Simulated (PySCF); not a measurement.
**Distorted geometries of PtH4(NH3)**

PtH4(NH3) (singlet). PySCF 2.14.0, RKS PBE0, Pt def2-SVP with ECP60, H def2-SVP, N def2-SVP; non-relativistic Hamiltonian with scalar-relativistic core potentials where named; density fitting; no spin-orbit coupling. Relaxed geometry:

```xyz
9

Pt   -0.2602    0.2896    0.0312
H     1.1751    1.1310    0.5564
H     1.4946    0.3531    0.3879
H    -0.7326    1.7363    0.3739
H    -1.7880    0.1129   -0.3198
N     0.0250   -1.8336   -0.5527
H    -0.7554   -2.3712   -0.1757
H    -0.0241   -1.9168   -1.5689
H     0.8817   -2.2969   -0.2524
```

Q: Order these distorted geometries by energy above the relaxed one, lowest first.
A.
```xyz
9

Pt    0.0721    0.1923    0.0020
H     1.1994    1.1386    0.5198
H     1.6294    0.2912    0.2854
H    -0.7256    2.2225    0.5279
H    -1.8320    0.0852   -0.4146
N    -0.1337   -1.8257   -0.6829
H    -0.9999   -2.4756    0.0741
H    -0.1227   -1.9765   -1.6073
H     0.9289   -2.4476   -0.2244
```
B.
```xyz
9

Pt   -0.1471    0.3195    0.0450
H     1.1798    1.1790    0.6319
H     1.5300    0.3090    0.4099
H    -0.7734    1.7346    0.4352
H    -1.7644    0.1907   -0.3984
N    -0.1075   -1.8453   -0.5993
H    -0.7049   -2.4300   -0.2160
H    -0.0136   -1.9359   -1.6167
H     0.8171   -2.3173   -0.2117
```
C.
```xyz
9

Pt   -0.2843    0.3595    0.0442
H     1.1354    1.2343    0.6341
H     1.5238    0.3448    0.3722
H    -0.7345    1.7487    0.4477
H    -1.8104    0.1176   -0.3944
N     0.0407   -1.8364   -0.5268
H    -0.8865   -2.3937   -0.2095
H     0.1080   -1.9938   -1.6082
H     0.9236   -2.3766   -0.2794
```

A: C (0.66 eV), B (0.76 eV), A (5.42 eV).

Q: Which forces (eV/Å) act in the one that lies 0.76 eV up?

A: 
```
Pt  -2.25  0.10 -0.22
H    0.03 -0.51 -0.17
H   -0.13  0.42  0.14
H    0.60 -0.47 -0.20
H    1.25  0.13  0.40
N    7.89  2.56 -1.05
H   -4.88 -3.51  1.98
H   -0.50 -0.17  0.31
H   -2.02  1.45 -1.19
```
Forces carry noise of the integration grid, about 0.01 to 0.03 eV/Å.

On relaxing from the template, bonds within or between ligands changed, so the formula names the start rather than the bonding at the end.
